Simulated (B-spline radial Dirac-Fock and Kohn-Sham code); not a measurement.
**Relative intensities of the K lines, Rb to Cs**

Model: independent-particle rates on relativistic LDA orbitals of the hole state (multipoles up to L = 3, Coulomb Auger matrix elements, transition energies from Dirac-Fock). Program: a radial finite-basis atomic code. Each entry is the share of the radiative K rate in per cent; values in brackets are the Scofield rates tabulated in xraylib.

| Z | element | Kα2 | Kα1 | Kβ3 | Kβ1 | Kβ2' | radiative width (eV) |
| --- | --- | --- | --- | --- | --- | --- | --- |
| 37 | Rb | 29.5 (29.1) | 56.7 (56.1) | 4.18 (4.49) | 8.17 (8.77) | 0.922 (1.00) | 1.94 |
| 38 | Sr | 29.4 (29.0) | 56.5 (55.8) | 4.24 (4.54) | 8.28 (8.88) | 1.04 (1.14) | 2.18 |
| 40 | Zr | 29.3 (28.9) | 56.0 (55.3) | 4.36 (4.66) | 8.51 (9.11) | 1.20 (1.30) | 2.73 |
| 41 | Nb | 29.2 (28.9) | 55.8 (55.1) | 4.42 (4.72) | 8.62 (9.22) | 1.25 (1.36) | 3.04 |
| 42 | Mo | 29.2 (28.8) | 55.6 (55.0) | 4.47 (4.77) | 8.72 (9.32) | 1.31 (1.40) | 3.38 |
| 43 | Tc | 29.1 (28.8) | 55.4 (54.7) | 4.52 (4.84) | 8.82 (9.44) | 1.39 (1.48) | 3.74 |
| 44 | Ru | 29.1 (28.7) | 55.2 (54.5) | 4.57 (4.89) | 8.91 (9.53) | 1.42 (1.54) | 4.13 |
| 45 | Rh | 29.1 (28.7) | 55.0 (54.4) | 4.62 (4.93) | 9.00 (9.61) | 1.47 (1.58) | 4.54 |
| 46 | Pd | 29.0 (28.7) | 54.9 (54.2) | 4.66 (4.97) | 9.08 (9.67) | 1.49 (1.62) | 4.99 |
| 47 | Ag | 29.0 (28.6) | 54.7 (54.1) | 4.70 (5.00) | 9.16 (9.73) | 1.55 (1.66) | 5.48 |
| 48 | Cd | 29.0 (28.6) | 54.5 (53.9) | 4.74 (5.04) | 9.24 (9.81) | 1.61 (1.74) | 5.99 |
| 49 | In | 28.9 (28.6) | 54.3 (53.7) | 4.78 (5.08) | 9.31 (9.88) | 1.67 (1.81) | 6.55 |
| 50 | Sn | 28.9 (28.6) | 54.1 (53.5) | 4.82 (5.11) | 9.37 (9.92) | 1.73 (1.86) | 7.15 |
| 51 | Sb | 28.9 (28.6) | 53.9 (53.3) | 4.85 (5.14) | 9.43 (9.97) | 1.78 (1.93) | 7.78 |
| 52 | Te | 28.8 (28.5) | 53.7 (53.1) | 4.88 (5.16) | 9.49 (10.0) | 1.84 (1.99) | 8.46 |
| 53 | I | 28.8 (28.5) | 53.5 (52.9) | 4.91 (5.18) | 9.54 (10.1) | 1.89 (2.03) | 9.18 |
| 54 | Xe | 28.8 (28.5) | 53.3 (52.7) | 4.93 (5.20) | 9.59 (10.1) | 1.95 (2.07) | 9.95 |
| 55 | Cs | 28.7 (28.4) | 53.1 (52.5) | 4.96 (5.23) | 9.64 (10.1) | 2.00 (2.13) | 10.8 |

Values without a named source are computed, but for edge energies of neutral atoms, which are taken from tables.
